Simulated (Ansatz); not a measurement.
# Which is lower?

The two ends of one reaction step of BSiH₇O₂, closed shell (PBE0-D4/def2-TZVP).

A:

```xyz
11
angstrom
B 0.1802 1.1473 -1.3121
O 1.4599 1.5846 -1.1811
H 0.0284 0.1056 -1.8828
H -0.7434 1.8400 -0.9868
H 1.1616 -0.2170 0.7304
O 0.2228 -0.0809 0.8759
Si -0.7330 -1.4178 1.0791
H 1.5154 2.4435 -0.7557
H -0.3795 -2.1347 2.3337
H -0.5927 -2.3628 -0.0595
H -2.1197 -0.9079 1.1587
```

B:

| atom | x (Å) | y (Å) | z (Å) |
| --- | --- | --- | --- |
| B1 | -0.1774 | 0.8143 | -0.6385 |
| O2 | 1.5767 | 1.0210 | -0.7300 |
| H3 | -0.4022 | 0.1868 | -1.6452 |
| H4 | -0.5292 | 1.9731 | -0.6185 |
| H5 | 1.8287 | 0.8889 | 0.1945 |
| O6 | -0.2696 | 0.1297 | 0.5947 |
| Si7 | -0.8252 | -1.3847 | 0.8707 |
| H8 | 1.7709 | 1.9390 | -0.9512 |
| H9 | -0.3194 | -1.8121 | 2.2010 |
| H10 | -0.3415 | -2.3373 | -0.1667 |
| H11 | -2.3119 | -1.4187 | 0.8891 |

Computed with Ansatz 0.2.0 (basis: def2-TZVPP); correlated methods freeze the cores. B3LYP uses VWN-RPA correlation.

Which structure is lower at CCSD(T), and by how much? (Judge from chemistry; the value comes from the calculation.)

The calculation gives: B, by 2.4 kJ/mol (electronic energy, against the other); a gap this small isn't resolved in one triple-zeta basis. By their contacts, A is a complex of SiH₄O ([OH][SiH3]) + BH₃O ([BH2][OH]) and B is BSiH₇O₂ ([OH2][BH2][O][SiH3]).

Do the other methods give the same order? (A judgement: the text doesn't fix the answer.)

The calculation gives: Not all: BLYP-D4, B3LYP-D4, BHLYP-D4, B2PLYP, RPA on PBE, HF give the other order.

```
      method  E(B) − E(A) (kJ/mol)
       SPW92                 -25.7
      PBE-D4                  -4.2
     BLYP-D4                   5.9
   r2SCAN-D4                  -5.0
      B97M-V                  -2.6
     PBE0-D4                  -6.4
    B3LYP-D4                   2.8
  r2SCAN0-D4                  -6.7
    BHLYP-D4                   1.1
CAM-B3LYP-D4                  -1.1
     wB97X-V                  -2.0
     wB97M-V                  -2.7
      B2PLYP                   2.0
    PBE-QIDH                  -7.6
  RPA on PBE                   0.4
          HF                  16.5
         MP2                  -4.5
        CCSD                  -0.1
     CCSD(T)                  -2.4
```

The T1 diagnostic stays at or below 0.013.

Labels in which every atom is bracketed show which atoms are joined, not bond orders.

For scale, one of the runs: CCSD(T)/def2-TZVPP, 233 basis functions, launched by `ansatz run in.yaml --threads 4 --pin off --events-out ev --progress --plain --max-ram 9574MiB`. The run took 51 s on 4 CPU threads of an Intel Xeon Platinum 8488C (shared host), with 4.2 GiB of host memory at its peak.
